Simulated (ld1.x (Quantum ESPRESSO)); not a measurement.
**Ga (Z = 31) RRKJ: all-electron and pseudo phase curves**

- Element: gallium (Ga)
- Generator: ld1.x (Quantum ESPRESSO) 7.5
- Type: norm-conserving RRKJ (Kleinman–Bylander form)
- Functional: LDA (PZ)
- Relativity: scalar-relativistic
- Frozen core: [Ne] 3s2
- Valence charge: 19
- Reference configuration: 3p6 3d10 4s2 4p0.5 (charge +0.5)
- Partial waves: 4s (bound): rc 1.65 bohr; 3p (bound): rc 1.05 bohr; 3d (bound): rc 1.10 bohr
- Local potential: the d channel
- Core correction: Bessel-smoothed model core, default radius (core density twice the valence density)
- rho0: 0.02

Occupied shells without a wave of their own: 4p. They enter only through the test configuration that unscreens the potential, and ld1.x also counts them in the model core charge.

The phase is arctan(r·u′/u) with u = r·R(r), unwrapped; energies in Ry, scanned from -10 to 5 Ry. A pole is an energy at which the radial function vanishes at the test radius. The pseudo phase is shifted by a multiple of π to meet the all-electron one at the reference energy, and phase errors are pseudo minus all-electron; the curves can meet again beyond the range given. Levels narrower than the energy grid can be missing from the lists of poles.

For each channel, where are the poles, and over which energies does the pseudopotential scatter like the atom?

| channel | radius (bohr) | reference energy (Ry) | poles, all-electron | poles, pseudo | unbroken range about the reference energy with phases within 0.05 rad | phase error 1 Ry above the reference energy (rad) |
| --- | --- | --- | --- | --- | --- | --- |
| s | 1.79 | -0.93 | 4.26 | 2.86 | below 2.0 | -0.015 |
| p | 1.79 | -7.54 | -7.46 | -7.46 | below -0.4 | +0.001 |
| d | 1.79 | -1.71 | -1.42 | -1.42 | below 1.8 | +0.004 |

Note: ghost state, extra bound levels that the all-electron valence spectrum of the same l lacks: s at -390.1 eV. A true bound ghost makes a file unfit for plane-wave use. ld1.x takes every shell without a wave as core, so the model core holds the 4p electrons as well and exchange and correlation see them twice. This cancels in the reference configuration, but the file is broken for other ones, and its errors say nothing about a proper core correction.

Phases in the s channel:

```json
{"E (Ry)": "-10.00", "all-electron": "1.384", "pseudo": "1.371"}
{"E (Ry)": "-9.52", "all-electron": "1.375", "pseudo": "1.365"}
{"E (Ry)": "-9.04", "all-electron": "1.366", "pseudo": "1.358"}
{"E (Ry)": "-8.56", "all-electron": "1.357", "pseudo": "1.350"}
{"E (Ry)": "-8.08", "all-electron": "1.348", "pseudo": "1.341"}
{"E (Ry)": "-7.60", "all-electron": "1.338", "pseudo": "1.332"}
{"E (Ry)": "-7.12", "all-electron": "1.327", "pseudo": "1.321"}
{"E (Ry)": "-6.64", "all-electron": "1.314", "pseudo": "1.308"}
{"E (Ry)": "-6.16", "all-electron": "1.300", "pseudo": "1.294"}
{"E (Ry)": "-5.68", "all-electron": "1.283", "pseudo": "1.277"}
{"E (Ry)": "-5.20", "all-electron": "1.263", "pseudo": "1.257"}
{"E (Ry)": "-4.72", "all-electron": "1.239", "pseudo": "1.232"}
{"E (Ry)": "-4.24", "all-electron": "1.209", "pseudo": "1.202"}
{"E (Ry)": "-3.76", "all-electron": "1.171", "pseudo": "1.164"}
{"E (Ry)": "-3.28", "all-electron": "1.121", "pseudo": "1.114"}
{"E (Ry)": "-2.80", "all-electron": "1.052", "pseudo": "1.045"}
{"E (Ry)": "-2.32", "all-electron": "0.951", "pseudo": "0.946"}
{"E (Ry)": "-1.84", "all-electron": "0.795", "pseudo": "0.790"}
{"E (Ry)": "-1.36", "all-electron": "0.534", "pseudo": "0.532"}
{"E (Ry)": "-0.88", "all-electron": "0.107", "pseudo": "0.107"}
{"E (Ry)": "-0.40", "all-electron": "-0.422", "pseudo": "-0.427"}
{"E (Ry)": "0.08", "all-electron": "-0.834", "pseudo": "-0.849"}
{"E (Ry)": "0.56", "all-electron": "-1.083", "pseudo": "-1.107"}
{"E (Ry)": "1.04", "all-electron": "-1.235", "pseudo": "-1.266"}
{"E (Ry)": "1.52", "all-electron": "-1.333", "pseudo": "-1.373"}
{"E (Ry)": "2.00", "all-electron": "-1.402", "pseudo": "-1.452"}
{"E (Ry)": "2.48", "all-electron": "-1.453", "pseudo": "-1.519"}
{"E (Ry)": "2.96", "all-electron": "-1.493", "pseudo": "-1.585"}
{"E (Ry)": "3.44", "all-electron": "-1.526", "pseudo": "-1.664"}
{"E (Ry)": "3.92", "all-electron": "-1.554", "pseudo": "-1.799"}
{"E (Ry)": "4.40", "all-electron": "-1.578", "pseudo": "-2.244"}
{"E (Ry)": "4.88", "all-electron": "-1.600", "pseudo": "-3.943"}
```
